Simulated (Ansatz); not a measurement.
`[AlH2][CH2][SiH3]` + `C[SeH]` → `C[Se][AlH2]` + `C[SiH3]` at 500 K and 1 bar (ligand exchange at the Al–C bond).

Isolated molecules relaxed with PBE0-D4/def2-TZVP in Ansatz; ΔE leaves out vibrations. CCSD(T)/CBS adds triple-zeta CCSD(T) − MP2 to the extrapolated MP2 energy (def2 sets, frozen cores). This one scheme is used for every species. For Se outer-core shells are correlated without core-valence functions, which leaves a few kJ/mol of doubt a bond. Scalar relativity is left out up to krypton.

```tsv
species	CCSD(T)/CBS energy (Eh)	H − E (kJ/mol)	S (J/(mol·K))
`[AlH2][CH2][SiH3]`	-573.34237	212.2	391.2
`C[SeH]`	-2441.15625	142.1	299.3
`C[Se][AlH2]`	-2683.80327	173.4	375.1
`C[SiH3]`	-330.73916	189.7	296.8
```

H − E and S are ideal-gas, rigid-rotor, harmonic terms from PBE0-D4/def2-TZVP. 1 Eh = 2625.50 kJ/mol, R = 8.31446 J/(mol·K).

Question: By hand: ΔE, ΔH, ΔS and ΔG.

Answer: ΔE = (-2683.80327) + (-330.73916) − (-573.34237) − (-2441.15625) = -0.04381 Eh = -115.0 kJ/mol. Δ(H − E) = 173.4 + 189.7 − 212.2 − 142.1 = 8.8, so ΔH = -106.2 kJ/mol. ΔS = 375.1 + 296.8 − 391.2 − 299.3 = -18.6 J/(mol·K). ΔG = -106.2 − 500 × (-18.6)/1000 = -96.9 kJ/mol.

Question: By hand: the equilibrium constant, and the temperature at which ΔG would vanish if ΔH and ΔS stayed fixed.

Answer: log₁₀ K = −ΔG/(RT ln 10) = 10.1. ΔG = 0 at ΔH/ΔS = 5710 K, far beyond where these terms or the molecules hold.

ΔH outweighs TΔS. A doubt of 5 kJ/mol in ΔE shifts log₁₀ K by 0.5 here. These are equilibria of isolated gas molecules and say nothing of rates. Largest T1 diagnostic: 0.010 (customary marks: 0.02 for closed shells, 0.045 for open ones).
